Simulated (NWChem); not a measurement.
System: CH4O2Si; SMILES O=CO[SiH3]

The following NWChem deck was run.

```
start job
memory heap 200 mb stack 700 mb global 900 mb
geometry units angstroms noautoz
  O     -0.735242    -1.581814     0.000000
  C      0.437913    -1.294117     0.000000
  O      0.917699    -0.040005     0.000000
  Si    -0.210830     1.256749     0.000000
  H      1.257124    -2.028188     0.000000
  H     -1.043682     1.224107    -1.223690
  H     -1.043682     1.224107     1.223690
  H      0.664234     2.450640     0.000000
end
basis spherical
  O library sto-3g
  C library sto-3g
  Si library sto-3g
  H library sto-3g
end
dft
  xc b3lyp
  iterations 150
  mulliken
end
task dft energy
```

NWChem printed, in part:

```
             Northwest Computational Chemistry Package (NWChem) 7.3.0
             --------------------------------------------------------

 CS  symmetry detected

                             Geometry "geometry" -> ""
                             -------------------------

 Output coordinates in angstroms (scale by  1.889725989 to convert to a.u.)

  No.       Tag          Charge          X              Y              Z
 ---- ---------------- ---------- -------------- -------------- --------------
    1 O                    8.0000    -0.75241526    -1.57834859     0.00000000
    2 C                    6.0000     0.41943890    -1.28539800     0.00000000
    3 O                    8.0000     0.89360088    -0.02914885     0.00000000
    4 Si                  14.0000    -0.24072707     1.26253561     0.00000000
    5 H                    1.0000     1.24193078    -2.01579105     0.00000000
    6 H                    1.0000    -1.07342445     1.22616224    -1.22369000
    7 H                    1.0000    -1.07342445     1.22616224     1.22369000
    8 H                    1.0000     0.62897876     2.46033547     0.00000000

 Effective nuclear repulsion energy (a.u.)     163.4770761869

      Symmetry information
      --------------------

 Group name             Cs
 Group number              2
 Group order               2
 No. of unique centers     7

                                 NWChem DFT Module
                                 -----------------

 Summary of "ao basis" -> "ao basis" (spherical)
 ------------------------------------------------------------------------------
       Tag                 Description            Shells   Functions and Types
 ---------------- ------------------------------  ------  ---------------------
 O                           sto-3g                  3        5   2s1p
 C                           sto-3g                  3        5   2s1p
 Si                          sto-3g                  5        9   3s2p
 H                           sto-3g                  1        1   1s

      Symmetry analysis of basis
      --------------------------

        a'         22
        a"          6

            General Information
            -------------------
          SCF calculation type: DFT
          Wavefunction type:  closed shell.
          No. of atoms     :     8
          No. of electrons :    40
           Alpha electrons :    20
            Beta electrons :    20
          Charge           :     0
          Spin multiplicity:     1
          Use of symmetry is: on ; symmetry adaption is: on
          Maximum number of iterations: 150
          AO basis - number of functions:    28
                     number of shells:    18
          Convergence on energy requested:  1.00D-06
          Convergence on density requested:  1.00D-05
          Convergence on gradient requested:  5.00D-04

              XC Information
              --------------
                         B3LYP Method XC Potential
                     Hartree-Fock (Exact) Exchange  0.200
                        Slater Exchange Functional  0.800 local
                    Becke 1988 Exchange Functional  0.720 non-local
              Lee-Yang-Parr Correlation Functional  0.810
                  VWN I RPA Correlation Functional  0.190 local

             Grid Information
             ----------------
          Grid used for XC integration:  medium
          Radial quadrature: Mura-Knowles
          Angular quadrature: Lebedev.
          Tag              B.-S. Rad. Rad. Pts. Rad. Cut. Ang. Pts.
          ---              ---------- --------- --------- ---------
          O                   0.60       49          11.0       434
          C                   0.70       49          10.0       434
          Si                  1.10       88          10.0       590
          H                   0.35       45          11.0       434
          Grid pruning is: on
          Number of quadrature shells:   370
          Spatial weights used:  Erf1

      Superposition of Atomic Density Guess
      -------------------------------------

 Sum of atomic energies:        -472.05111391

      Non-variational initial energy
      ------------------------------

 Total energy =    -472.308775
 1-e energy   =    -984.857453
 2-e energy   =     349.071602
 HOMO         =      -0.208816
 LUMO         =       0.250454

      Symmetry analysis of molecular orbitals - initial
      -------------------------------------------------

  Numbering of irreducible representations:

     1 a'          2 a"

  Orbital symmetries:

     1 a'          2 a'          3 a'          4 a'          5 a'
     6 a'          7 a"          8 a'          9 a'         10 a'
    11 a'         12 a'         13 a'         14 a'         15 a"
    16 a"         17 a'         18 a'         19 a"         20 a'
    21 a"         22 a'         23 a'         24 a'         25 a"
    26 a'         27 a'         28 a'

     ---------------------------------------------
      Total Density - Mulliken Population Analysis
     ---------------------------------------------

    Atom       Charge   Shell Charges
 -----------   ------   -------------------------------------------------------
    1 O    8     8.84   2.00  1.85  4.99
    2 C    6     5.04   1.99  1.09  1.95
    3 O    8     8.65   2.00  1.82  4.83
    4 Si  14    12.90   2.00  1.99  5.88  1.21  1.83
    5 H    1     0.98   0.98
    6 H    1     1.19   1.19
    7 H    1     1.19   1.19
    8 H    1     1.20   1.20

[...]
```

Level: B3LYP/STO-3G. Coordinates come from a B3LYP/6-31G* (spherical d) optimisation. B3LYP is NWChem's, with the RPA form of VWN correlation.
